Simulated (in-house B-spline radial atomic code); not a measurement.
## Ionising Ca III (Ca2+) with different functionals

Computed with a B-spline radial code for spherical atoms: four-component Dirac-Coulomb Hamiltonian, Fermi nucleus of rms radius 3.4776 fm, spin-restricted, spherical fractional occupations for the functionals. The ionisation energy is the difference of two self-consistent energies, [Ne] 3s2 3p6 → [Ne] 3s2 3p5, without Breit or QED terms; ε is the level of the shell that loses the electron (mean over j). The electron is taken from both j subshells in proportion to 2j + 1, so the result is a j average, not the step between ground levels.

Hybrids are left out here: with spherical fractional occupations of an open shell their exact exchange keeps a self-interaction that integer-occupation calculations don't have.

```json
{"method": "LDA VWN5", "rung": "LDA", "ΔSCF (eV)": "?", "-ε(3p) (eV)": "?"}
{"method": "relativistic LDA", "rung": "LDA", "ΔSCF (eV)": "51.31", "-ε(3p) (eV)": "43.12"}
{"method": "LDA PW92", "rung": "LDA", "ΔSCF (eV)": "51.31", "-ε(3p) (eV)": "43.12"}
{"method": "LDA exchange-only", "rung": "LDA", "ΔSCF (eV)": "49.64", "-ε(3p) (eV)": "41.48"}
{"method": "PBE", "rung": "GGA", "ΔSCF (eV)": "51.26", "-ε(3p) (eV)": "43.06"}
{"method": "PBEsol", "rung": "GGA", "ΔSCF (eV)": "51.18", "-ε(3p) (eV)": "42.98"}
{"method": "BLYP", "rung": "GGA", "ΔSCF (eV)": "51.11", "-ε(3p) (eV)": "42.90"}
{"method": "RPBE", "rung": "GGA", "ΔSCF (eV)": "51.24", "-ε(3p) (eV)": "43.04"}
{"method": "PW91", "rung": "GGA", "ΔSCF (eV)": "51.35", "-ε(3p) (eV)": "43.14"}
{"method": "BP86", "rung": "GGA", "ΔSCF (eV)": "?", "-ε(3p) (eV)": "?"}
{"method": "AM05", "rung": "GGA", "ΔSCF (eV)": "51.16", "-ε(3p) (eV)": "42.96"}
{"method": "OLYP", "rung": "GGA", "ΔSCF (eV)": "51.42", "-ε(3p) (eV)": "43.19"}
```

(1) What does BP86 give?

(2) What does LDA VWN5 give?

(3) How do they compare with the NIST value?

Results:

(1) ΔSCF 51.33 eV, and -ε(3p) = 43.13 eV.

(2) ΔSCF 51.32 eV, and -ε(3p) = 43.12 eV.

(3) NIST lists 50.913 eV (measured, ground level to ground level). Errors run from -1.27 to +0.50 eV; BLYP is closest (+0.19 eV), but part of that can be cancellation, since the calculations leave out Breit-QED terms, spin polarisation, the choice among j levels, multiplet and fine-structure energies.
